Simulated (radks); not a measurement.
Spherical jellium clusters: N electrons in a uniform positive sphere of charge N and radius rs N^(1/3), rs = 5.01 bohr. Method: non-relativistic Kohn-Sham, LDA (Slater exchange, Perdew-Wang correlation), spin-polarised, spherical densities; computed with a radial shooting solver with Libxc functionals. Levels are named by radial order and angular momentum (1s, 1p, 1d, 2s, ...), and open shells are averaged over m.

N = 30, configuration 1s2 1p6 1d10 2s2 1f(up 7, down 3). This is the lowest configuration that the search found. Occupied and some empty levels:

level    occupation  eigenvalue (eV)  <r> (bohr)
1s up             1          -4.0661       9.339
1s down           1          -3.9802       8.900
1p up             3          -3.6637       11.08
1p down           3          -3.5377       10.90
1d up             5          -3.1574       12.12
1d down           5          -3.0142       12.07
2s up             1          -2.9199       9.261
2s down           1          -2.8534       9.554
1f up             7          -2.5495       12.92
1f down           3          -2.4010       12.94
2p up             0          -2.1128       10.62
2p down           0          -2.0492       10.70
1g up             0          -1.8515       13.64
1g down           0          -1.7053       13.71
2d up             0          -1.3055       12.41
2d down           0          -1.2344       12.47

Energy (eV): total -55.8149, kinetic 35.350, external -1878.9, Hartree 935.95, exchange-correlation -92.124, background 943.92.
